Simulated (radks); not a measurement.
Values are calculated unless marked as measured or tabulated.
Pr II, configuration [Xe] 4f3.5 6s0.5 (fractional occupations, a model configuration).

Code: a radial shooting solver on a logarithmic mesh with Libxc functionals. Model: Dirac Kohn-Sham, LDA (Slater exchange, Perdew-Wang correlation), spin-unpolarised, spherical densities, finite nucleus; open shells are shared between the two j in proportion to 2j + 1; Fermi nuclear charge, rms radius 4.8919 fm.

Energy parts (hartree):
part                       energy
total                  -9235.1528
kinetic                 9929.7318
electron-nucleus      -22534.7796
Hartree                 3579.7782
exchange-correlation    -209.8832

Orbitals (lengths in bohr, moments of r in powers of bohr; <r^-3> diverges for s and p1/2):
| orbital | occ. | eigenvalue (hartree) | <r^-3> | <r> | small-component weight |
|---|---|---|---|---|---|
| 1s1/2 | 2 | -1533.735 | - | 0.02411 | 4.77e-02 |
| 2s1/2 | 2 | -246.7578 | - | 0.1027 | 1.04e-02 |
| 2p1/2 | 2 | -233.3376 | - | 0.08608 | 1.04e-02 |
| 2p3/2 | 4 | -215.6375 | 7504 | 0.09239 | 9.79e-03 |
| 3s1/2 | 2 | -53.27808 | - | 0.2723 | 3.20e-03 |
| 3p1/2 | 2 | -47.55419 | - | 0.2619 | 3.15e-03 |
| 3p3/2 | 4 | -44.04889 | 1527 | 0.2743 | 2.97e-03 |
| 3d3/2 | 4 | -34.01772 | 251.9 | 0.2453 | 2.85e-03 |
| 3d5/2 | 6 | -33.26125 | 228.2 | 0.2492 | 2.80e-03 |
| 4s1/2 | 2 | -10.64426 | - | 0.6232 | 9.94e-04 |
| 4p1/2 | 2 | -8.50300 | - | 0.6409 | 9.26e-04 |
| 4p3/2 | 4 | -7.74482 | 330.9 | 0.6693 | 8.64e-04 |
| 4d3/2 | 4 | -4.22338 | 45.13 | 0.7234 | 7.13e-04 |
| 4d5/2 | 6 | -4.09073 | 40.44 | 0.7337 | 6.96e-04 |
| 4f5/2 | 1.5 | -0.17484 | 4.055 | 1.279 | 3.16e-04 |
| 4f7/2 | 2 | -0.16317 | 3.888 | 1.317 | 3.08e-04 |
| 5s1/2 | 2 | -1.57312 | - | 1.519 | 2.09e-04 |
| 5p1/2 | 2 | -1.00913 | - | 1.725 | 1.62e-04 |
| 5p3/2 | 4 | -0.90844 | 43.33 | 1.820 | 1.46e-04 |
| 6s1/2 | 0.5 | -0.28129 | - | 4.154 | 2.92e-05 |

The highest occupied level is 4f7/2 at -4.440 eV. The electron density at the nucleus is 4.152e+05 e/bohr^3. The density falls to 0.001 e/bohr^3 at r = 4.30 bohr.
